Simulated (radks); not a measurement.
Problem. All-electron atom: neutral boron in [He] 2s2 2p1. Calculated with a radial shooting solver on a logarithmic mesh with Libxc functionals: Dirac Kohn-Sham, PBE, spin-unpolarised, spherical densities, point nucleus; open shells are shared between the two j in proportion to 2j + 1. Some entries of the table are withheld. Estimate them.

orbital      occ.  eigenvalue (hartree)  <1/r> (bohr^-1)
1s1/2           2                   (1)            4.655
2s1/2           2                   (2)              (3)
2p1/2    0.333333                   (4)           0.5958
2p3/2    0.666667                   (5)           0.5955

Solution. 
(1) 1s1/2 eigenvalue (hartree): -6.63648
(2) 2s1/2 eigenvalue (hartree): -0.34702
(3) 2s1/2 <1/r> (bohr^-1): 0.7357
(4) 2p1/2 eigenvalue (hartree): -0.13262
(5) 2p3/2 eigenvalue (hartree): -0.13251
